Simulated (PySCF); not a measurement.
Geometry (Å), atoms numbered from 1 in this order:
```xyz
15

O     2.6575    1.3350   -1.2271
C     2.4011    0.4146   -0.4929
O     3.3602   -0.3623    0.0449
C     1.0581    0.0101   -0.0846
C     0.6992   -1.0258    0.7426
O    -0.6213   -1.0781    0.8764
C    -1.1657   -0.0732    0.1375
Si   -3.0345    0.0939    0.1420
C    -0.1640    0.6243   -0.4734
H     4.2297   -0.0541   -0.2560
H     1.2934   -1.7516    1.2622
H    -3.3607    1.2285   -0.7181
H    -3.6160   -1.1473   -0.3714
H    -3.4792    0.3241    1.5172
H    -0.2623    1.4699   -1.1212
```

Theoretical values (PySCF 2.14): shieldings: GIAO PBE0/pcSseg-1, GFN2-xTB structure. One computed conformer, no solvent, equivalent nuclei averaged, non-relativistic.

δ = σ(ref) − σ, references computed at the same level: 13C (186.93 ppm) and 1H (31.72 ppm) and 29Si (349.16 ppm) vs TMS; H2O for 17O (336.08 ppm).

```csv
atoms,nucleus,count,Hirshfeld charge,δ (ppm)
O6,17O,1,-0.05,?
C4,13C,1,-0.06,124.8
H12/H13/H14,1H,3,-0.07,4.49
C5,13C,1,0.04,160.1
C7,13C,1,-0.04,?
C2,13C,1,0.20,?
H10,1H,1,0.19,?
O1,17O,1,-0.28,426.1
Si8,29Si,1,0.32,-85.9
C9,13C,1,-0.07,133.0
O3,17O,1,-0.18,202.9
H11,1H,1,0.07,8.39
H15,1H,1,0.06,7.61
```

**Question.** Complete the table.

**Answer.** 
- C2: 167.0 ppm, carboxylic acid carbon; it is a carbonyl in resonance with an O or N lone pair, the region of acids, esters and amides
- C7: 155.0 ppm, substituted aromatic carbon next to the ring oxygen
- H10: 6.21 ppm, hydrogen on an acid hydroxyl oxygen; labile proton, position sensitive to the medium
- O6: 326.4 ppm, aromatic ring oxygen

The OH or NH signal is concentration- and solvent-dependent in practice; the value given is the gas-phase one. Shifts are as computed. Against solution values, carbons near 30 ppm lie about +3 ppm off and those near 130 ppm about +5 ppm. Of 1211 compounds with measured shifts, 218 miss one by over three times the rms of a fit or turn the order of signals round; such compounds aren't used in these exercises. In solution the two oxygens of a carboxylic acid exchange roles by proton transfer and give one 17O line. Hydrogen bonding in solution shields acid and N–H amide carbonyl oxygens by tens of ppm. The C=O carbon of an acid or of an amide with N–H lies up to 10 ppm further downfield in solution, through hydrogen bonding that the calculation lacks. Unscaled 17O shifts of doubly bonded oxygen tend to come out too high, by tens of ppm or more. Experimental scales use liquid or dissolved standards, which lie at an offset from isolated H2O (liquid H2O: subtract about 36 ppm).
